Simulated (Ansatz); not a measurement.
Job for Ansatz (a quantum-chemistry and plane-wave program): R-SVWN5/def2-TZVPP on C3H8O (SMILES CCOC), a point of a torsion scan.

Ansatz 0.2 input:
```yaml
crystal:
  periodic: [false, false, false]
  atoms:
    - {symbol: C, position_ang: [0.58184571, -2.27759231, 0.10838482]}
    - {symbol: C, position_ang: [0.56466429, -0.78290416, -0.20299761]}
    - {symbol: O, position_ang: [-0.61462295, -0.39481711, -0.88295560]}
    - {symbol: C, position_ang: [-1.59509089, 0.19235504, -0.06895212]}
    - {symbol: H, position_ang: [1.52614858, -2.54927199, 0.57246456]}
    - {symbol: H, position_ang: [-0.22943643, -2.53840964, 0.78482943]}
    - {symbol: H, position_ang: [0.46031330, -2.84306511, -0.81102406]}
    - {symbol: H, position_ang: [0.68882573, -0.19671206, 0.71576573]}
    - {symbol: H, position_ang: [1.39523461, -0.54625963, -0.87777776]}
    - {symbol: H, position_ang: [-1.22157779, 1.10578611, 0.41109484]}
    - {symbol: H, position_ang: [-1.94870490, -0.49527041, 0.70922170]}
    - {symbol: H, position_ang: [-2.42680474, 0.44534036, -0.72405968]}
basis:
  gaussian:
    orbitals: def2-TZVPP
hamiltonian:
  xc: {name: SVWN5}
scf: {lower_state_search: off}
```

Question: What total energy does the run end on?

Answer: -192.7413 hartree.
